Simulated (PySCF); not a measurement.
PySCF job for Al(I)2(Me) (CH3AlI2), SMILES [CH3][Al]([I])[I], TDA-PBE/def2-SVPD. Geometry optimised at PBE0-D3(BJ)/def2-SVP. The structure was generated by enumeration; whether it is a known compound was not checked. The def2 effective core potentials stand for the cores of I; spin–orbit coupling is left out.

```python
import numpy as np
from pyscf import gto, scf, dft, tdscf

mol = gto.M(
    atom='''
    Al    0.75961427   -0.22203358    0.46714513
    I    -1.21067801   -1.71238736    0.43997912
    I     0.60126557    1.88985830   -0.80587270
    C     2.38005707   -0.69287319    1.42086006
    H     2.82525579    0.19142733    1.90300712
    H     3.12402697   -1.08861761    0.70893959
    H     2.19424836   -1.46509394    2.18236592
    ''',
    basis='def2-SVPD',
    ecp={'I': 'def2-svp'},
    charge=0,
    spin=0,
    max_memory=1600,
    verbose=4,
)
mf = dft.RKS(mol, xc='pbe').density_fit(auxbasis='def2-universal-jkfit')
mf.grids.level = 3
mf.conv_tol = 1e-9
mf.max_cycle = 100
mf.kernel()
mf.grids = dft.Grids(mol).set(level=1).build(with_non0tab=True)  # coarser grid for the response kernel
td = tdscf.TDA(mf)
td.singlet = True
td.nstates = 10
td.conv_tol = 1e-4
td.positive_eig_threshold = 1e-6
td.kernel(x0=td.get_init_guess(mf, 15))
td.analyze()
tt = tdscf.TDA(mf)
tt.singlet = False
tt.nstates = 4
tt.conv_tol = 1e-4
tt.positive_eig_threshold = 1e-6
tt.kernel(x0=tt.get_init_guess(mf, 9))
tt.analyze(verbose=3)
```

It prints:

```
PySCF version 2.14.0

[INPUT] verbose = 4
[INPUT] num. atoms = 7
[INPUT] num. electrons = 72
[INPUT] charge = 0
[INPUT] spin (= nelec alpha-beta = 2S) = 0
[INPUT] symmetry False subgroup None
[INPUT] Mole.unit = angstrom
[INPUT] Symbol           X                Y                Z      unit          X                Y                Z       unit  Magmom
[INPUT]  1 Al     0.759614270000  -0.222033580000   0.467145130000 AA    1.435462930611  -0.419582656657   0.882776356124 Bohr   0.0
[INPUT]  2 I     -1.210678010000  -1.712387360000   0.439979120000 AA   -2.287849863933  -3.235943129567   0.831440037327 Bohr   0.0
[INPUT]  3 I      0.601265570000   1.889858300000  -0.805872700000 AA    1.136227255431   3.571314601236  -1.522878694264 Bohr   0.0
[INPUT]  4 C      2.380057070000  -0.692873190000   1.420860060000 AA    4.497656023135  -1.309340568154   2.685036374733 Bohr   0.0
[INPUT]  5 H      2.825255790000   0.191427330000   1.903007120000 AA    5.338959674942   0.361745226457   3.596162269897 Bohr   0.0
[INPUT]  6 H      3.124026970000  -1.088617610000   0.708939590000 AA    5.903555379055  -2.057189137279   1.339701663961 Bohr   0.0
[INPUT]  7 H      2.194248360000  -1.465093940000   2.182365920000 AA    4.146528449676  -2.768626293360   4.124073892384 Bohr   0.0

nuclear repulsion = 316.337473488698
number of shells = 56
number of NR pGTOs = 242
number of NR cGTOs = 138
basis = def2-SVPD
ecp = {'I': 'def2-svp'}


******** <class 'pyscf.df.df_jk.DFRKS'> ********
method = DFRKS
initial guess = minao
damping factor = 0
level_shift factor = 0
DIIS = <class 'pyscf.scf.diis.CDIIS'>
diis_start_cycle = 1
diis_space = 8
diis_damp = 0
SCF conv_tol = 1e-09
SCF conv_tol_grad = None
SCF max_cycles = 100
direct_scf = False
XC library pyscf.dft.libxc version 7.1.2
    S. Lehtola, C. Steigemann, M. J. T. Oliveira, and M. A. L. Marques,  SoftwareX 7, 1–5 (2018)
XC functionals = pbe
    J. P. Perdew, K. Burke, and M. Ernzerhof,  Phys. Rev. Lett. 77, 3865 (1996)
    J. P. Perdew, K. Burke, and M. Ernzerhof,  Phys. Rev. Lett. 78, 1396 (1997)
    J. P. Perdew, K. Burke, and M. Ernzerhof,  Phys. Rev. Lett. 77, 3865 (1996)
    J. P. Perdew, K. Burke, and M. Ernzerhof,  Phys. Rev. Lett. 78, 1396 (1997)
radial grids:
    Treutler-Ahlrichs [JCP 102, 346 (1995); DOI:10.1063/1.469408] (M4) radial grids

becke partition: Becke, JCP 88, 2547 (1988); DOI:10.1063/1.454033
pruning grids: <function nwchem_prune>
grids dens level: 3
symmetrized grids: False
atomic radii adjust function: <function treutler_atomic_radii_adjust>
small_rho_cutoff = 0
Set gradient conv threshold to 3.16228e-05
Initial guess from minao.
tot grids = 106640
init E= -814.707272403086
  HOMO = -0.888203673171278  LUMO = -0.870219461253749  gap/eV = 0.48938
cycle= 1 E= -872.799503046568  delta_E= -58.1  |g|= 4.85  |ddm|= 15.9
  HOMO = -0.144086744145304  LUMO = -0.142286779716718  gap/eV = 0.04898
cycle= 2 E= -840.675575277027  delta_E= 32.1  |g|= 8.61  |ddm|= 38.1
  HOMO = -0.0988790983100537  LUMO = -0.0815439058894313  gap/eV = 0.47171
cycle= 3 E= -866.70000757684  delta_E=  -26  |g|= 3.28  |ddm|= 33.8
  HOMO = -0.349370684113952  LUMO = -0.336848902466252  gap/eV = 0.34074
cycle= 4 E= -850.868178112959  delta_E= 15.8  |g|= 7.25  |ddm|= 19.7
  HOMO = -0.283125452706966  LUMO = -0.268651754772109  gap/eV = 0.39385
cycle= 5 E= -855.365553233348  delta_E= -4.5  |g|= 6.71  |ddm|= 4.01
  HOMO = -0.283897303240528  LUMO = -0.267978277764413  gap/eV = 0.43318
cycle= 6 E= -855.280732354981  delta_E= 0.0848  |g|= 6.74  |ddm|= 0.721
  HOMO = -0.283907718675265  LUMO = -0.268001716568207  gap/eV = 0.43282
cycle= 7 E= -855.279700760694  delta_E= 0.00103  |g|= 6.74  |ddm|= 0.00408
  HOMO = -0.27195981143564  LUMO = -0.214579938230856  gap/eV = 1.56139
cycle= 8 E= -858.337837311783  delta_E= -3.06  |g|= 6.47  |ddm|= 2.65
  HOMO = -0.253791520309718  LUMO = -0.202102150887631  gap/eV = 1.40654
cycle= 9 E= -859.988589097904  delta_E= -1.65  |g|= 6.18  |ddm|= 1.38
  HOMO = -0.36581602918307  LUMO = -0.340131769255441  gap/eV = 0.69890
cycle= 10 E= -854.724966395095  delta_E= 5.26  |g|= 6.95  |ddm|= 3.91
  HOMO = -0.346680903116172  LUMO = -0.286629190342734  gap/eV = 1.63409
cycle= 11 E= -857.750324078086  delta_E= -3.03  |g|= 6.62  |ddm|= 1.95
  HOMO = -0.612770566524617  LUMO = -0.598432083855258  gap/eV = 0.39017
cycle= 12 E= -855.810732020635  delta_E= 1.94  |g|= 3.94  |ddm|= 16.9
  HOMO = -0.324187803413668  LUMO = -0.301226475987335  gap/eV = 0.62481
cycle= 13 E= -847.534738100877  delta_E= 8.28  |g|= 7.95  |ddm|= 18.5
  HOMO = -0.311695522521283  LUMO = -0.249496823704688  gap/eV = 1.69251
cycle= 14 E= -851.601271768312  delta_E= -4.07  |g|= 7.13  |ddm|= 5.08
  HOMO = -0.280526872066589  LUMO = -0.217473146995612  gap/eV = 1.71578
cycle= 15 E= -853.658840118676  delta_E= -2.06  |g|=  6.9  |ddm|= 1.66
  HOMO = -0.269582664094787  LUMO = -0.20565010593223  gap/eV = 1.73969
cycle= 16 E= -854.304641058573  delta_E= -0.646  |g|= 6.83  |ddm|= 1.32
  HOMO = -0.282566338924303  LUMO = -0.261325737321637  gap/eV = 0.57799
cycle= 17 E= -850.762170268701  delta_E= 3.54  |g|= 7.43  |ddm|= 7.14
  HOMO = -0.38475729538577  LUMO = -0.370147721206609  gap/eV = 0.39755
cycle= 18 E= -833.03389672381  delta_E= 17.7  |g|= 9.12  |ddm|= 11.8
  HOMO = -0.297109172908409  LUMO = -0.286276383568674  gap/eV = 0.29478
cycle= 19 E= -845.019717220583  delta_E=  -12  |g|= 8.05  |ddm|= 8.29
  HOMO = -0.322004432747933  LUMO = -0.313247589953745  gap/eV = 0.23829
cycle= 20 E= -841.922161653007  delta_E=  3.1  |g|= 8.64  |ddm|= 3.82
  HOMO = -0.883892045671851  LUMO = -0.859360240991958  gap/eV = 0.66754
cycle= 21 E= -849.908219338953  delta_E= -7.99  |g|= 5.05  |ddm|= 24.6
  HOMO = -0.21380553492961  LUMO = -0.192818947864763  gap/eV = 0.57107
cycle= 22 E= -864.955271425829  delta_E=  -15  |g|= 4.17  |ddm|= 19.5
  HOMO = -0.0795339171265315  LUMO = -0.0558941050979873  gap/eV = 0.64327
cycle= 23 E= -870.413214914967  delta_E= -5.46  |g|= 2.85  |ddm|= 12.8
  HOMO = -0.190078908210788  LUMO = -0.178309623327218  gap/eV = 0.32026
cycle= 24 E= -868.264808637538  delta_E= 2.15  |g|= 3.62  |ddm|=   13
  HOMO = -0.29366668131695  LUMO = -0.128966357368087  gap/eV = 4.48172
cycle= 25 E= -877.378762812952  delta_E= -9.11  |g|= 0.651  |ddm|= 6.55
  HOMO = -0.182327463292128  LUMO = -0.0781822326548048  gap/eV = 2.83394
cycle= 26 E= -877.293489764542  delta_E= 0.0853  |g|= 0.839  |ddm|= 2.03
  HOMO = -0.237848186794424  LUMO = -0.0754297351857792  gap/eV = 4.41963
cycle= 27 E= -877.542644910191  delta_E= -0.249  |g|= 0.12  |ddm|= 1.33
  HOMO = -0.239810564573363  LUMO = -0.0918081257828161  gap/eV = 4.02735
cycle= 28 E= -877.542341207408  delta_E= 0.000304  |g|= 0.141  |ddm|= 0.498
  HOMO = -0.236824223480811  LUMO = -0.0810523251471576  gap/eV = 4.23877
cycle= 29 E= -877.54985229648  delta_E= -0.00751  |g|= 0.0232  |ddm|= 0.268
  HOMO = -0.23853758626137  LUMO = -0.0827793756583452  gap/eV = 4.23840
cycle= 30 E= -877.550049549215  delta_E= -0.000197  |g|= 0.00838  |ddm|= 0.0548
  HOMO = -0.238826701431573  LUMO = -0.0825423861591291  gap/eV = 4.25271
cycle= 31 E= -877.550074525204  delta_E= -2.5e-05  |g|= 0.00313  |ddm|= 0.0177
  HOMO = -0.238612474481381  LUMO = -0.0827028136075633  gap/eV = 4.24252
cycle= 32 E= -877.550078926674  delta_E= -4.4e-06  |g|= 0.000671  |ddm|= 0.0069
  HOMO = -0.238553787843625  LUMO = -0.0826545871725761  gap/eV = 4.24223
cycle= 33 E= -877.550079098128  delta_E= -1.71e-07  |g|= 0.000147  |ddm|= 0.00133
  HOMO = -0.238561364414661  LUMO = -0.0826584693375681  gap/eV = 4.24233
cycle= 34 E= -877.550079106688  delta_E= -8.56e-09  |g|= 3.57e-05  |ddm|= 0.000307
  HOMO = -0.238562806135449  LUMO = -0.0826580649967128  gap/eV = 4.24238
cycle= 35 E= -877.55007910717  delta_E= -4.81e-10  |g|= 8.11e-06  |ddm|= 7.32e-05
  HOMO = -0.238562984783727  LUMO = -0.082658820688897  gap/eV = 4.24237
Extra cycle  E= -877.550079107154  delta_E= 1.57e-11  |g|= 9.5e-06  |ddm|= 2.92e-05
converged SCF energy = -877.550079107154
tot grids = 35000
Overwritten attributes  positive_eig_threshold  of <class 'pyscf.tdscf.rks.TDA'>


******** <class 'pyscf.tdscf.rks.TDA'> for <class 'pyscf.df.df_jk.DFRKS'> ********
nstates = 10 singlet
deg_eia_thresh = 1.000e-03
wfnsym = None
conv_tol = 0.0001
eigh lindep = 1e-12
eigh level_shift = 0
eigh max_cycle = 100


Excitation energies (eV)
[4.28378284 4.56640071 4.66041597 4.88576138 4.95258426 5.03924376
 5.27470973 5.35610933 5.73202121 5.95370904]

** Singlet excitation energies and oscillator strengths **
Excited State   1:      4.28378 eV    289.43 nm  f=0.0001
      36 -> 37        0.70654
Excited State   2:      4.56640 eV    271.51 nm  f=0.0001
      34 -> 37       -0.70598
Excited State   3:      4.66042 eV    266.04 nm  f=0.0014
      35 -> 37       -0.33736
      36 -> 38       -0.61972
Excited State   4:      4.88576 eV    253.77 nm  f=0.0277
      35 -> 37       -0.30048
      35 -> 38       -0.60714
      36 -> 38        0.17611
Excited State   5:      4.95258 eV    250.34 nm  f=0.1082
      31 -> 38        0.14500
      35 -> 37        0.50535
      35 -> 38       -0.36006
      36 -> 38       -0.27378
Excited State   6:      5.03924 eV    246.04 nm  f=0.0369
      33 -> 37        0.16849
      34 -> 38       -0.67788
Excited State   7:      5.27471 eV    235.05 nm  f=0.0358
      32 -> 38       -0.15367
      33 -> 37        0.62477
      33 -> 38        0.21359
      34 -> 38        0.13852
Excited State   8:      5.35611 eV    231.48 nm  f=0.0410
      33 -> 37        0.19092
      33 -> 38       -0.66869
Excited State   9:      5.73202 eV    216.30 nm  f=0.0012
      32 -> 37       -0.70095
Excited State  10:      5.95371 eV    208.25 nm  f=0.0007
      31 -> 37       -0.69896

** Transition electric dipole moments (AU) **
state          X           Y           Z        Dip. S.      Osc.
  1         0.0119      0.0216     -0.0096      0.0007      0.0001
  2        -0.0208      0.0004     -0.0295      0.0013      0.0001
  3        -0.0457     -0.0934      0.0320      0.0118      0.0014
  4         0.2058      0.4089     -0.1471      0.2312      0.0277
  5        -0.4007     -0.8078      0.2799      0.8914      0.1082
  6        -0.4587      0.1429     -0.2603      0.2986      0.0369
  7         0.3179      0.0113      0.4197      0.2773      0.0358
  8         0.3367     -0.2799     -0.3476      0.3126      0.0410
  9        -0.0752      0.0482      0.0278      0.0088      0.0012
 10        -0.0312     -0.0557      0.0213      0.0045      0.0007

WARN: ECP detected. Skipping calculation of transition velocity and magnetic dipole moments, which have not yet been implemented.



******** <class 'pyscf.tdscf.rks.TDA'> for <class 'pyscf.df.df_jk.DFRKS'> ********
nstates = 4 triplet
deg_eia_thresh = 1.000e-03
wfnsym = None
conv_tol = 0.0001
eigh lindep = 1e-12
eigh level_shift = 0
eigh max_cycle = 100


Excitation energies (eV)
[4.17920642 4.31535496 4.43996601 4.44246246]

** Triplet excitation energies and oscillator strengths **
Excited State   1:      4.17921 eV    296.67 nm  f=0.0000
Excited State   2:      4.31535 eV    287.31 nm  f=0.0000
Excited State   3:      4.43997 eV    279.25 nm  f=0.0000
Excited State   4:      4.44246 eV    279.09 nm  f=0.0000
```

The calculation finished and met its thresholds.
